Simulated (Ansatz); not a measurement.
C2H5AlO, SMILES `C=[C](O)[AlH2]`, 9 atoms. Total charge 0; spin multiplicity 1. All runs use 2 threads of an Arm Neoverse V2 on a shared host. Correlated methods freeze the cores.

Give the basis size and wall time and peak host memory of each of these runs in Ansatz. RKS PBE0-D4/def2-TZVP relaxation (7 steps); RKS r2SCAN-D4/def2-TZVPP energy and forces; RKS SPW92 (LDA)/def2-TZVPP energy; RKS B3LYP-D4/def2-TZVPP energy and forces; RKS PBE0-D4/def2-SVP energy; RHF-CCSD(T)/def2-SVP energy; RKS PBE0-D4/def2-TZVP frequencies; RKS ωB97M-V/def2-SVP energy; direct RPA on PBE orbitals/def2-TZVPP energy; RKS ωB97M-V/def2-TZVPP energy and forces; RHF-MP2/def2-QZVPP energy; RKS ωB97M-V/def2-QZVPP energy. (An estimate is asked.)

The calculation gave: Other jobs shared the machine, so times are rough.

| level | job | functions | wall time | peak host memory (GiB) |
| --- | --- | --- | --- | --- |
| RKS PBE0-D4/def2-SVP | energy | 85 | 1 s | 0.38 |
| RKS SPW92 (LDA)/def2-TZVPP | energy | 205 | 1.2 s | 0.2 |
| RHF-CCSD(T)/def2-SVP | energy | 85 | 2.4 s | 0.38 |
| RKS B3LYP-D4/def2-TZVPP | energy and forces | 205 | 3.9 s | 0.42 |
| RKS ωB97M-V/def2-SVP | energy | 85 | 4.3 s | 0.38 |
| RKS r2SCAN-D4/def2-TZVPP | energy and forces | 205 | 4.7 s | 0.23 |
| direct RPA on PBE orbitals/def2-TZVPP | energy | 205 | 6.5 s | 0.42 |
| RKS ωB97M-V/def2-TZVPP | energy and forces | 205 | 11 s | 0.55 |
| RHF-MP2/def2-QZVPP | energy | 391 | 19 s | 1.7 |
| RKS ωB97M-V/def2-QZVPP | energy | 391 | 19 s | 1.2 |
| RKS PBE0-D4/def2-TZVP | relaxation (7 steps) | 160 | 22 s | 0.31 |
| RKS PBE0-D4/def2-TZVP | frequencies | 160 | 110 s | 0.38 |

B3LYP here is the variant with VWN-RPA as its local correlation; programs differ in this.
